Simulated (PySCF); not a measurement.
# Reading the logs of faulty runs: CH4Si2

Calculated results; nothing here was measured. They come from PySCF 2.14.0, an open-source quantum chemistry program, on an isolated molecule that a program drew, which may never have been made. The molecule is CH4Si2 (charge 0, singlet), drawn as the SMILES string `C=[SiH][SiH]`.

Each row is a Hartree-Fock (HF) and frozen-core CCSD(T) single point in the cc-pV(D+d)Z basis, meant for a local HF minimum. Run 1 is clean. Each other run has one planted mistake out of seven kinds, and not every kind appears here: one electron removed, one electron added, multiplicity raised by two, geometry at a saddle point, minimal basis STO-3G, one bond length entered in bohr, all coordinates scaled. The reference is restricted for singlets and unrestricted otherwise, and also for a bond in bohr. Adding or removing an electron swaps singlet and doublet. Electrons count all cores. HOMO and LUMO are orbital energies over both spins, the gradient is its largest component, and the lowest frequency (negative if imaginary) is given only where the gradient is small. Bond lengths are over the 6 bonds as drawn. T1 is the CCSD diagnostic: over 0.02 (restricted) or 0.045 (unrestricted) a single reference is doubtful.

Geometry of the clean run:
```xyz
7
CH4Si2, angstrom
C    -0.6674    1.8758    0.0005
Si   -1.2511    1.7222   -1.6036
Si   -0.1575    0.3621   -3.2104
H    -1.1421    2.4884    0.7610
H     0.2246    1.3518    0.3269
H    -2.4755    2.4761   -1.9538
H     0.8864   -0.0216   -2.1851
```

| run | electrons | basis functions | <S^2> | HOMO (eV) | LUMO (eV) | gradient (hartree/bohr) | lowest frequency (cm^-1) | mean bond (Å) | longest bond (Å) | T1 | HF (hartree) | CCSD(T) (hartree) | mistake |
|---|---|---|---|---|---|---|---|---|---|---|---|---|---|
| 1 | 38 | 80 | 0.000 | -8.46 | -0.33 | 3.1e-05 | 143 | 1.5415 | 2.372 | 0.0187 | -617.94918 | -618.33349 | no fault |
| 2 | 38 | 80 | 0.000 | -8.68 | -0.25 | 9.3e-02 | - | 1.3966 | 2.149 | 0.0171 | -617.87934 | -618.25335 | all coordinates scaled |
| 3 | 38 | 80 | 2.332 | -8.00 | -0.29 | 4.4e-02 | - | 1.5415 | 2.372 | 0.0493 | -617.93984 | -618.29379 | multiplicity raised by two |
| 4 | 39 | 80 | 0.982 | -1.84 | 6.66 | 3.5e-02 | - | 1.5415 | 2.372 | 0.0383 | -617.99175 | -618.37637 | one electron added |
| 5 | 37 | 80 | 1.346 | -14.69 | -6.38 | 5.2e-02 | - | 1.5415 | 2.372 | 0.0699 | -617.69687 | -618.01800 | ? |
| 6 | 38 | 80 | 2.093 | -8.05 | 0.46 | 1.3e-02 | - | 1.7957 | 3.239 | 0.0606 | -617.82587 | -618.15408 | ? |

**Which mistake was planted in run 5, and what did it cost?**

It counts 37 electrons, one fewer than the clean run, at the same geometry and basis. So the mistake is: one electron removed. Subtracting run 1 and multiplying by 627.51 kcal/mol a hartree, the energy moved by 158.3 kcal/mol in HF and 198.0 kcal/mol in CCSD(T).

**Which mistake was planted in run 6, and what did it cost?**

The mean bond changes by a factor of 1.165 and the longest by 1.366, so the molecule wasn't scaled as a whole. A length L in bohr read as angstrom grows by (1/0.5292 - 1) L = 0.890 L. The 6 bonds together grew by 6 x 0.2542 = 1.525 Å, which gives L = 1.714 Å. That is bond C1-Si2, 1.714 Å in the clean geometry. So the mistake is: one bond length entered in bohr. Subtracting run 1 and multiplying by 627.51 kcal/mol a hartree, the energy moved by 77.4 kcal/mol in HF and 112.6 kcal/mol in CCSD(T).

Cautions from the logs. Run 3: T1 is over the limit, so its CCSD(T) energy is less reliable; run 5: T1 is over the limit, so its CCSD(T) energy is less reliable; run 6: T1 is over the limit, so its CCSD(T) energy is less reliable.
